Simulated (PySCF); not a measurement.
Species: C2H8ClSi4 (doublet state).
Geometry (GFN2-xTB, Å), atoms numbered from 1 in this order:
```xyz
15
C2H8ClSi4 angstrom
C      3.216    0.094   -0.915
C      2.273   -0.205   -0.073
Si     0.648   -0.777    0.447
Si    -1.217   -1.006   -1.085
Si    -2.357    0.739    0.026
Si    -0.587    0.924    1.578
Cl    -1.187    0.326    3.458
H      3.167   -0.113   -1.982
H      4.141    0.566   -0.603
H      0.916   -2.003    1.218
H     -0.874   -0.778   -2.496
H     -1.850   -2.334   -1.145
H     -3.703    0.414    0.514
H     -2.589    1.919   -0.819
H     -0.002    2.241    1.856
```

The hyperfine couplings belong to this conformer and change with its torsions.

The species is `C=[C][Si@@H]1[SiH2][SiH2][Si@H]1Cl` [radical].

Computed, not measured: UKS B3LYP, pcH-1 on C Cl H Si, non-relativistic, mean-field spin-orbit, GIAO (PySCF 2.14.0). Isolated species at its GFN2-xTB geometry (one conformer only). The geometry wasn't refined by DFT: couplings that depend on bond lengths, twists or pyramidal angles can differ widely from those at the functional's own minimum. The SCF solution wasn't tested for stability.

Principal values of hyperfine tensors in MHz (contact, dipolar and spin–orbit terms together), for some of the nuclei:

```json
{"atom": "H8", "isotope": "1H", "A1": "169.50", "A2": "171.70", "A3": "180.28"}
{"atom": "C2", "isotope": "13C", "A1": "72.51", "A2": "89.22", "A3": "277.44"}
{"atom": "Si4", "isotope": "29Si", "A1": "-110.86", "A2": "-73.43", "A3": "-72.65"}
{"atom": "C1", "isotope": "13C", "A1": "-56.55", "A2": "-37.87", "A3": "-29.60"}
{"atom": "Si6", "isotope": "29Si", "A1": "-45.15", "A2": "-37.02", "A3": "-36.61"}
{"atom": "Si3", "isotope": "29Si", "A1": "5.71", "A2": "11.81", "A3": "23.00"}
{"atom": "H12", "isotope": "1H", "A1": "10.00", "A2": "11.82", "A3": "14.03"}
{"atom": "H10", "isotope": "1H", "A1": "5.20", "A2": "6.61", "A3": "15.40"}
```

**Question.** Give the isotropic coupling of each nucleus in MHz and in mT (g = 2.0024), and the anisotropic part.

**Answer.** a_iso is a third of the trace, T = A − a_iso, and a(mT) = a(MHz)/(g × 13.996). The tensors hold a spin–orbit part: the run splits a_iso into a_FC + a_SO, and T includes its anisotropic share.

```json
{"atom": "H8", "a_iso (MHz)": "173.83", "a_FC": "173.83", "a_SO": "0.00", "a_iso (mT)": "6.202", "T1": "-4.33", "T2": "-2.13", "T3": "6.45"}
{"atom": "C2", "a_iso (MHz)": "146.39", "a_FC": "146.53", "a_SO": "-0.14", "a_iso (mT)": "5.223", "T1": "-73.88", "T2": "-57.17", "T3": "131.05"}
{"atom": "Si4", "a_iso (MHz)": "-85.65", "a_FC": "-85.81", "a_SO": "0.16", "a_iso (mT)": "-3.056", "T1": "-25.21", "T2": "12.21", "T3": "13.00"}
{"atom": "C1", "a_iso (MHz)": "-41.34", "a_FC": "-41.34", "a_SO": "0.00", "a_iso (mT)": "-1.475", "T1": "-15.21", "T2": "3.47", "T3": "11.74"}
{"atom": "Si6", "a_iso (MHz)": "-39.59", "a_FC": "-39.63", "a_SO": "0.04", "a_iso (mT)": "-1.413", "T1": "-5.55", "T2": "2.57", "T3": "2.98"}
{"atom": "Si3", "a_iso (MHz)": "13.51", "a_FC": "13.59", "a_SO": "-0.08", "a_iso (mT)": "0.482", "T1": "-7.80", "T2": "-1.70", "T3": "9.49"}
{"atom": "H12", "a_iso (MHz)": "11.95", "a_FC": "11.95", "a_SO": "0.00", "a_iso (mT)": "0.426", "T1": "-1.95", "T2": "-0.13", "T3": "2.08"}
{"atom": "H10", "a_iso (MHz)": "9.07", "a_FC": "9.07", "a_SO": "0.00", "a_iso (mT)": "0.324", "T1": "-3.87", "T2": "-2.46", "T3": "6.33"}
```

**Question.** What spin density at the nucleus of Si4 lies behind its contact coupling (g_N = -1.11058)?

**Answer.** a_FC = 800.24 MHz bohr³ × g_N × ρ(0)/(2S). With a_FC = -85.81 MHz and 2S = 1, ρ(0) = 0.09655 bohr⁻³. The nuclear moment is negative, so coupling and spin density have opposite signs.

**Question.** H9 (1H, g_N = 5.58569) isn't in the table. Its spin density at the nucleus is 0.03207 bohr⁻³. What is its contact coupling?

**Answer.** By the same relation, a_FC = 143.4 MHz. Its full tensor has the principal values 138.02, 139.45, 152.57 MHz.

**Question.** Name the largest traceless tensor T of the table and describe it.

**Answer.** C2: -73.9, -57.2, 131.1 MHz (the dipolar term alone has -73.8, -57.1, 130.9), rhombic: the two smaller values differ by 13 % of the largest.

**Question.** What first-order splitting does H8 cause when the field lies along A1, A2 or A3 of its tensor (g taken as isotropic, no quadrupole term)?

**Answer.** 2 lines (I = 1/2), spaced by |A_i|/(g × 13.996): 6.05, 6.13, 6.43 mT along the axes of A1, A2 and A3.

The run took 2.2 min of wall time (with the writing of density and orbital grids) on one thread, Arm Neoverse V2 (aarch64), on a shared host, and the process peaked at 1.2 GiB of memory.
